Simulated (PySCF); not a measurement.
**How methods differ on the excitation energy of Co+**

Co+ [Ar] 3d8 (3F) → Co+ [Ar] 3d7 4s1 (5F), as a difference of total energies. Computed with PySCF 2.14 in x2c-TZVPPall (6s5p4d2f1g, 64 functions), with scalar relativity by spin-free X2C-1e. Correlated levels: valence: [Ar] frozen. The calculations carry no spin-orbit coupling.

```json
{"method": "UHF", "excitation energy (eV)": "-1.502"}
{"method": "MP2 (valence)", "excitation energy (eV)": "0.499"}
{"method": "SCS-MP2 (valence)", "excitation energy (eV)": "0.599"}
{"method": "CCSD (valence)", "excitation energy (eV)": "0.019"}
{"method": "CCSD(T) (valence)", "excitation energy (eV)": "0.123"}
```

How much does correlation contribute at CCSD(T) (valence)?

0.123 − (-1.502) = 1.625 eV, measured against UHF.

Errors of the correlated levels include the incompleteness of this basis and the frozen core.

The basis was made for the ground configuration and has no added diffuse functions, so the excitation energy can come out too high.

For comparison: 0.429 eV (measured; NIST levels, between the centres of gravity of the two terms).
